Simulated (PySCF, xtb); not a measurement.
C₁₁H₉N, SMILES c1(-c2cnccc2)ccccc1.

GFN2-xTB (xtb 6.7.1) at its own geometry gives an orbital gap of 2.97 eV and a dipole moment of 2.21 D.

The structure is a stationary point at PBE0-D3(BJ)/def2-SVP. One conformer was computed; it need not be the lowest.

What does PySCF with PBE/def2-SVP give? (The exact figures need the calculation; the answer reports its results.)

gap 3.63 eV (levels -5.59 and -1.96 eV), dipole 2.17 D.
